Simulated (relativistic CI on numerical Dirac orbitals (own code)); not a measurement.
**Tc3+: resonant inelastic scattering at the L2,3 edge**

Computed with this model: Dirac-Coulomb-Breit CI, KLI orbitals optimised for each configuration, QED by a radiative potential, valence Slater integrals scaled by 0.8, Kramers-Heisenberg scattering through one core-hole configuration in a parametric crystal field; configurations [Kr] 4d4 → [He] 2s2 2p5 3s2 3p6 3d10 4s2 4p6 4d5; 80 K; core-hole width 0.96 eV; summed over polarisations. Incident energies are the highest absorption maxima for each field (at most a few, so the weaker spin-orbit partner edge can be absent), on the computed scale of the free ion. Intensities are in per cent of the strongest line above 0.02 eV; levels within 1 cm⁻¹ are merged; final levels count from the ground level, the first row holds all elastic scattering, lines under 0.4 are left out and each table stops after 24 rows. The scale of the Slater integrals is a model choice and moves the terms in proportion.

Field parameters in Wybourne normalisation: D3d B²₀ = −7Dσ, B⁴₀ = −14Dq − 21Dτ, B⁴₃ = −14√(10/7) Dq. The field is a parameter set, without covalency.

S is read from ⟨S²⟩ = S(S + 1).

D3d, 10Dq = 19150, Dσ = -1200, Dτ = -40 cm⁻¹:

```tsv
Final level (eV)	Degeneracy	Irrep	S	2681.9 eV	2798.1 eV
0.000	1	A1	1.09	1285.4	110.0
0.035	1	A2	1.09	10.1	8.8
0.091	2	E	1.09	32.6	5.9
0.171	2	E	1.06	26.6	22.5
0.419	2	E	1.57	18.4	41.5
0.435	1	A1	1.50	10.7	10.9
0.547	1	A2	1.99	1.3	0.4
0.562	2	E	1.96	15.9	8.8
0.580	2	E	1.94	9.9	10.6
0.584	1	A1	1.94	14.6	16.2
0.589	1	A2	1.95	24.5	1.3
0.645	1	A1	1.59	3.1	7.0
0.660	2	E	1.54	43.1	2.9
0.979	1	A1	0.11	2.6	7.6
1.213	2	E	0.07	8.0	9.6
1.513	2	E	0.07	11.3	23.7
2.141	1	A1	1.03	32.4	24.9
2.160	2	E	1.08	100.0	14.9
2.212	2	E	1.07	45.1	32.9
2.270	2	E	1.02	6.4	3.8
2.299	1	A2	1.00	24.1	8.2
2.314	1	A1	0.98	15.8	1.3
2.336	1	A1	0.51	8.7	10.6
2.392	2	E	1.09	16.0	12.1
```

D3d, 10Dq = 19150, Dσ = -860, Dτ = -40 cm⁻¹:

| Final level (eV) | Degeneracy | Irrep | S | 2681.9 eV | 2798 eV |
| --- | --- | --- | --- | --- | --- |
| 0.000 | 1 | A1 | 1.11 | 1215.8 | 92.4 |
| 0.040 | 1 | A2 | 1.10 | 11.5 | 7.1 |
| 0.091 | 2 | E | 1.11 | 31.0 | 5.8 |
| 0.171 | 2 | E | 1.08 | 25.4 | 25.4 |
| 0.352 | 2 | E | 1.43 | 19.0 | 38.8 |
| 0.369 | 1 | A1 | 1.36 | 8.9 | 11.7 |
| 0.512 | 1 | A2 | 2.00 | 0.6 | 0.3 |
| 0.527 | 2 | E | 1.95 | 13.7 | 7.3 |
| 0.545 | 3 | A1+E | 1.93 | 19.2 | 17.8 |
| 0.553 | 1 | A2 | 1.93 | 19.0 | 0.8 |
| 0.586 | 1 | A1 | 1.74 | 5.5 | 9.2 |
| 0.596 | 2 | E | 1.68 | 33.6 | 2.0 |
| 1.024 | 1 | A1 | 0.09 | 2.3 | 7.4 |
| 1.205 | 2 | E | 0.07 | 6.9 | 10.4 |
| 1.432 | 2 | E | 0.07 | 9.5 | 22.1 |
| 2.152 | 1 | A1 | 0.95 | 32.3 | 28.3 |
| 2.190 | 2 | E | 1.08 | 100.0 | 12.9 |
| 2.225 | 2 | E | 1.05 | 31.3 | 25.4 |
| 2.272 | 2 | E | 1.00 | 4.8 | 2.6 |
| 2.279 | 1 | A2 | 1.00 | 28.3 | 9.8 |
| 2.299 | 1 | A1 | 0.96 | 10.4 | 1.4 |
| 2.307 | 1 | A1 | 0.59 | 6.2 | 8.1 |
| 2.369 | 2 | E | 1.09 | 19.4 | 11.8 |
| 2.379 | 1 | A2 | 1.04 | 38.7 | 14.6 |

For the first field the strongest loss at the lowest incident energy is the level at 2.16 eV (S = 1.08, against 1.09 in the thermal ground state). Levels of other spin, the first over 8 % at 0.56 eV, appear because spin-orbit coupling of the core hole, and in heavier ions of the valence shell too, mixes spins.
